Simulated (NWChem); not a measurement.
System meant: PbSiNH5, singlet; SMILES [NH2][Pb][SiH3]

Here is an NWChem input.

```
start job
memory heap 200 mb stack 900 mb global 1100 mb
geometry units angstroms noautoz
  Pb    -0.203010     0.444855     0.491743
  N      1.812670     0.764657    -0.114224
  H      2.248870     1.681270    -0.155985
  H      2.463608     0.037990    -0.397361
  Si     0.127189    -2.267758     0.102364
  H     -0.099142    -3.058808     1.360116
  H      1.510665    -2.607102    -0.378484
  H     -0.831537    -2.822271    -0.913640
end
basis spherical
  * library def2-svp
end
ecp
  Pb library def2-ecp
end
dft
  odft
  mult 2
  xc b3lyp
  iterations 150
  mulliken
end
task dft energy
```

End of the output:

```
 Summary of "ao basis" -> "" (spherical)
 ------------------------------------------------------------------------------
       Tag                 Description            Shells   Functions and Types
 ---------------- ------------------------------  ------  ---------------------
 *                          def2-svp                  on all atoms

                                 NWChem DFT Module
                                 -----------------

 Summary of "ao basis" -> "ao basis" (spherical)
 ------------------------------------------------------------------------------
       Tag                 Description            Shells   Functions and Types
 ---------------- ------------------------------  ------  ---------------------
 Pb                         def2-svp                10       26   4s4p2d
 N                          def2-svp                 6       14   3s2p1d
 H                          def2-svp                 3        5   2s1p
 Si                         def2-svp                 8       18   4s3p1d

 Summary of "ao basis" -> "ao basis" (spherical)
 ------------------------------------------------------------------------------
       Tag                 Description            Shells   Functions and Types
 ---------------- ------------------------------  ------  ---------------------
 Pb                         def2-svp                10       26   4s4p2d
 N                          def2-svp                 6       14   3s2p1d
 H                          def2-svp                 3        5   2s1p
 Si                         def2-svp                 8       18   4s3p1d

  number of electrons :                   48
  multiplicity        :                    2
 ------------------------------------------------------------------------
  no. of electrons and multiplicity not compatible                  48
 ------------------------------------------------------------------------
 ------------------------------------------------------------------------
  current input line :
    26: task dft energy
 ------------------------------------------------------------------------
 ------------------------------------------------------------------------
 There is an error in the input file
 ------------------------------------------------------------------------
 For more information see the NWChem manual at https://nwchemgit.github.io

0: no. of electrons and multiplicity not compatible:Received an Error in Communication
```

Task: Can this run be used? If not, why, and what is the fix?

Result: The input was rejected before any calculation. Cause: the multiplicity doesn't fit the number of electrons (an even count wants an odd multiplicity, and the reverse). This input runs:
```
start job
memory heap 200 mb stack 900 mb global 1100 mb
geometry units angstroms noautoz
  Pb    -0.203010     0.444855     0.491743
  N      1.812670     0.764657    -0.114224
  H      2.248870     1.681270    -0.155985
  H      2.463608     0.037990    -0.397361
  Si     0.127189    -2.267758     0.102364
  H     -0.099142    -3.058808     1.360116
  H      1.510665    -2.607102    -0.378484
  H     -0.831537    -2.822271    -0.913640
end
basis spherical
  * library def2-svp
end
ecp
  Pb library def2-ecp
end
dft
  xc b3lyp
  iterations 150
  mulliken
end
task dft energy
```
It converges to -540.07142 Ha (B3LYP/def2-SVP with def2 effective core potentials on Pb).
